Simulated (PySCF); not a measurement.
**Where the electron goes**

C₅H₁₀F₂Si.
Cartesian coordinates in Å at the GFN2-xTB level; atoms count from 1:
```xyz
18
C5H10F2Si angstrom
C     -1.5190   -1.3266    0.2105
C     -0.7113   -0.0730    0.0150
C     -1.5417    1.1655   -0.1563
F     -2.3503    1.3678    0.9435
C      0.6236   -0.0562   -0.0254
Si     1.6914    1.5063   -0.1923
C      1.3520   -1.3635    0.0947
F      2.6683   -1.2569   -0.2820
H     -1.1203   -1.9262    1.0264
H     -1.5035   -1.9377   -0.6932
H     -2.5522   -1.0779    0.4382
H     -2.2204    1.0567   -1.0122
H     -0.9352    2.0655   -0.2734
H      1.5447    2.0117   -1.5621
H      3.0844    1.2038    0.1046
H      1.2103    2.5036    0.7695
H      0.9141   -2.1350   -0.5498
H      1.3563   -1.7216    1.1327
```

Method used: PySCF, TDDFT CAM-B3LYP/def2-SVPD, vertical, gas phase, core orbitals frozen in the response.

Kohn–Sham orbitals with the atoms that hold most of them (Löwdin shares over 4%, at most four atoms; ? is withheld):

```csv
orbital,ε (eV),atoms
HOMO-3,-11.41,"F4 25%, C3 11%, C5 11%, C2 10%"
HOMO-2,-10.99,"Si6 31%, H15 22%, H16 15%, F4 8%"
HOMO-1,-10.27,"C5 22%, Si6 15%, C7 12%, C2 10%"
HOMO,-8.85,?
LUMO,0.29,?
LUMO+1,1.00,"Si6 26%, C7 12%, C1 8%, C5 7%"
LUMO+2,1.50,"Si6 29%, C1 12%, H15 7%, H16 7%"
```

Give the leading atoms of the HOMO.

C5 (bonded to 2 C and Si) 30%; C2 (bonded to 3 C) 30%; C7 (bonded to C, F and 2 H) 7%; C1 (bonded to C and 3 H) 6%.

Which atoms hold the LUMO, and with what shares?

C5 (bonded to 2 C and Si) 26%; C2 (bonded to 3 C) 24%; Si6 (bonded to C and 3 H) 11%; C3 (bonded to C, F and 2 H) 7%. By element: carbon 56% or more, silicon 11%.

How does S1 compare with the orbital gap of 9.14 eV?

S1 is at 6.33 eV (f = 0.329), 2.81 eV below the gap, made of HOMO→LUMO (97%). 

Give energy, strength and leading configuration of S1, S2, S3 and S8, and follow the Löwdin shares of the leading atoms from the occupied to the empty orbital.

- S1 (6.33 eV, f 0.329), HOMO→LUMO (97%): C5 30% → 26%, C2 30% → 24%
- S2 (6.67 eV, f 0.0045), HOMO-1→LUMO (94%): C5 22% → 26%, Si6 15% → 11%, C2 10% → 24%
- S3 (6.97 eV, f 0.0075), HOMO→LUMO+1 (89%): C5 30% → 7%, C2 30% → at most 8%, Si6 at most 6% → 26%, C7 7% → 12%
- S8 (8.07 eV, f 0.012), HOMO-2→LUMO (82%): Si6 31% → 11%, H15 22% → at most 7%, C5 at most 8% → 26%, C2 at most 8% → 24%

The run took 94 s (grids of density and orbitals included) on one thread, Arm Neoverse V1 (aarch64), shared host with 32 logical CPUs at a one-minute load of 28, and the process peaked at 1.2 GiB of memory.

One conformer stands for the species.
